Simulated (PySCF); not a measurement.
Atoms are numbered as in `[NH3+:1][B-:2]([F:3])([F:4])[F:5]`. Hydrogens are named by the atom that carries them.

- geometry from PBE0-D3(BJ)/def2-SVP
- KT3/pcSseg-2 with gauge-including orbitals
- program: PySCF 2.14
- no relativistic terms, equivalent nuclei averaged, no solvent, a single conformation

References, each an isolated molecule treated in the same way: TMS for ¹H (31.35 ppm); NH3 for ¹⁵N (258.71 ppm); ¹¹B (98.64 ppm) vs BF3·OEt2; CFCl3 for ¹⁹F (146.91 ppm).

| atoms | nucleus | count | δ (ppm) |
| --- | --- | --- | --- |
| F3/F4/F5 | ¹⁹F | 3 | ? |
| B2 | ¹¹B | 1 | -1.4 |
| H(N1) | ¹H | 3 | ? |
| N1 | ¹⁵N | 1 | 50.1 |

Question: Fill in the missing shifts.

Answer: 
- H(N1): 2.49 ppm, hydrogen on a donor nitrogen of a Lewis adduct; exchangeable; this is the value without hydrogen bonding to other molecules
- F3/F4/F5: -184.4 ppm, fluorine bonded to B

Exchangeable OH/NH protons stand at their gas-phase positions; hydrogen bonding in a real sample shifts them, mostly to higher δ. Unscaled 19F shifts against computed CFCl3 carry errors that often reach 10 to 50 ppm. Experimental scales use liquid or dissolved standards, which lie at an offset from isolated NH3 (liquid NH3: subtract about 20 ppm).
